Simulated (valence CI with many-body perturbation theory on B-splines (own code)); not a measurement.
## Energy levels of Rh32+

Calculated by relativistic CI+MBPT: three valence electrons over a frozen Dirac-Fock core [Ne], a basis of 11 s, 11 p, 10 d, 8 f, 5 g, 2 h functions for each j, with the one-electron correlation potential Σ1 (screened to all orders), the two-electron term Σ2, the three-electron term Σ3, Breit, model QED; selected single and double excitations, second order for the rest, scaled by the run's own slope (own B-spline code, finite nucleus).

The last digits are not significant, and no measured levels were compared; by estimate large intervals hold to a few tenths of a per cent, small ones and those within an open d or f shell to about a per cent.

Levels 136 to 154 of 154, with energies above the lowest level, 3s²3p ²P°_1/2. "Leading %" is the weight of the configuration and term that name the level; weights of strongly mixed levels are sums over their largest components and can fall short. Lifetimes count E1, E2, E3, M1 and M2 decay at the calculated energies, and are blank where another channel may lead or the interval is too uncertain; long ones can be off by a factor of two.

| No. | Configuration | Term | J | E (eV) | Leading % | Lifetime | g |
| --- | --- | --- | --- | --- | --- | --- | --- |
| 136 | 3d³ | ²H | 9/2 | 625.01 | 59 | 5.36 ps | 1.061 |
| 137 | 3d³ | ²G | 7/2 | 625.08 | 84 | 4.72 ps | 0.938 |
| 138 | 3d³ | ⁴P | 5/2 | 627.69 | 91 | 3.70 ps | 1.558 |
| 139 | 3d³ | ²H | 11/2 | 629.91 | 100 | 6.73 ps | 1.087 |
| 140 | 3d³ | ²D | 3/2 | 630.17 | 50 | 3.93 ps | 1.150 |
| 141 | 3d³ | ²P | 1/2 | 631.95 | 78 | 3.79 ps | 1.092 |
| 142 | 3d³ | ²G | 9/2 | 633.83 | 60 | 6.38 ps | 1.073 |
| 143 | 3d³ | ²D | 5/2 | 634.42 | 91 | 4.24 ps | 1.205 |
| 144 | 3d³ | ²F | 5/2 | 638.29 | 88 | 4.33 ps | 0.899 |
| 145 | 3d³ | ²F | 7/2 | 638.35 | 95 | 4.79 ps | 1.130 |
| 146 | 3d³ | ²P | 3/2 | 639.34 | 60 | 4.55 ps | 1.201 |
| 147 | 3d³ | ²D | 3/2 | 653.34 | 98 | 4.26 ps | 0.801 |
| 148 | 3d³ | ²D | 5/2 | 653.83 | 86 | 4.32 ps | 1.174 |
| 149 | 3s²4s | ²S | 1/2 | 855.98 | 98 | 188 fs | 1.999 |
| 150 | 3s²4p | ²P° | 1/2 | 891.31 | 97 | 777 fs | 0.665 |
| 151 | 3s²4p | ²P° | 3/2 | 904.66 | 94 | 800 fs | 1.335 |
| 152 | 3s3p4s | ⁴P° | 1/2 | 923.72 | 90 | 234 fs | 2.489 |
| 153 | 3s3p4s | ⁴P° | 3/2 | 929.41 | 77 | 222 fs | 1.639 |
| 154 | 3s3p4s | ²P° | 1/2 | 934.69 | 94 | 257 fs | 0.760 |

Names give the largest LS component (configuration and term), which can be under half, so a name can repeat, a term be missing and a line seem to break the LS rules; names also repeat where a configuration has a term twice.
